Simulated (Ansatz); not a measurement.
Basis sets compared for Ag₇Se⁺. The state is a singlet with charge 1. Geometry PBE0-D4/def2-SVP. Ansatz on 4 threads of Arm Neoverse V1 on a shared host; times are rough, and most runs start from earlier orbitals.

```xyz
8

Ag   -1.223    2.327    0.394
Ag   -0.899   -0.418   -0.799
Ag    1.054   -1.852    0.445
Ag   -0.967   -0.020    1.920
Ag    1.315    1.159    0.519
Ag   -1.497   -2.588    1.169
Ag    0.383    1.743   -2.077
Se    1.834   -0.351   -1.571
```

In the def2 sets Ag takes a core potential; there is no spin–orbit coupling. No other spin state of charge 1 was run. Another isomer (singlet) lies 0.18 eV lower at PBE0-D4/def2-TZVP; other spin states weren't run for this one.

| level | functions | energy (Eh) | HOMO (eV) | LUMO (eV) | wall time |
| --- | --- | --- | --- | --- | --- |
| PBE-D4/def2-SVP | 249 | -3429.7470 | -8.78 | -7.65 | 12 s |
| PBE0-D4/def2-SVP | 249 | -3429.6855 | -9.24 | -6.87 | 23 s |

Estimate the rows for PBE-D4/def2-TZVP (with forces), PBE0-D4/def2-TZVP.


```csv
level,functions,energy (Eh),HOMO (eV),LUMO (eV),wall time
PBE-D4/def2-TZVP (with forces),328,-3430.3121,-8.78,-7.65,18 s
PBE0-D4/def2-TZVP,328,-3430.2390,-9.23,-6.86,38 s
```
